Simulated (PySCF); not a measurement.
A calculated (B3LYP, PySCF 2.14, x2c-TZVPPall with one added diffuse shell each of s, p, d type, scalar relativity by spin-free X2C-1e) atom or ion has these occupied shells.

```json
{"shell": "1s α", "electrons": "1", "orbital energy (eV)": "-12542.9", "rms radius, mean of both spins (bohr)": "0.0508"}
{"shell": "1s β", "electrons": "1", "orbital energy (eV)": "-12542.8", "rms radius, mean of both spins (bohr)": "0.0508"}
{"shell": "2s α", "electrons": "1", "orbital energy (eV)": "-1625.5", "rms radius, mean of both spins (bohr)": "0.212"}
{"shell": "2s β", "electrons": "1", "orbital energy (eV)": "-1625.4", "rms radius, mean of both spins (bohr)": "0.212"}
{"shell": "2p α", "electrons": "3", "orbital energy (eV)": "-1429.5", "rms radius, mean of both spins (bohr)": "0.189"}
{"shell": "2p β", "electrons": "3", "orbital energy (eV)": "-1429.4", "rms radius, mean of both spins (bohr)": "0.189"}
{"shell": "3s α", "electrons": "1", "orbital energy (eV)": "-220.99", "rms radius, mean of both spins (bohr)": "0.615"}
{"shell": "3s β", "electrons": "1", "orbital energy (eV)": "-220.81", "rms radius, mean of both spins (bohr)": "0.615"}
{"shell": "3p α", "electrons": "3", "orbital energy (eV)": "-159.22", "rms radius, mean of both spins (bohr)": "0.638"}
{"shell": "3p β", "electrons": "3", "orbital energy (eV)": "-159.00", "rms radius, mean of both spins (bohr)": "0.638"}
{"shell": "3d α", "electrons": "5", "orbital energy (eV)": "-57.052", "rms radius, mean of both spins (bohr)": "0.703"}
{"shell": "3d β", "electrons": "5", "orbital energy (eV)": "-56.845", "rms radius, mean of both spins (bohr)": "0.703"}
{"shell": "4s α", "electrons": "1", "orbital energy (eV)": "-19.688", "rms radius, mean of both spins (bohr)": "1.93"}
{"shell": "4s β", "electrons": "1", "orbital energy (eV)": "-17.584", "rms radius, mean of both spins (bohr)": "1.93"}
{"shell": "4p α", "electrons": "3", "orbital energy (eV)": "-8.070", "rms radius, mean of both spins (bohr)": "2.49"}
{"shell": "4p β", "electrons": "1", "orbital energy (eV)": "-6.683", "rms radius, mean of both spins (bohr)": "2.49"}
```

(1) Name the element and its charge.

## Answers

(1) Se (selenium, neutral), in [Ar] 3d10 4s2 4p4, high-spin 3P determinant.
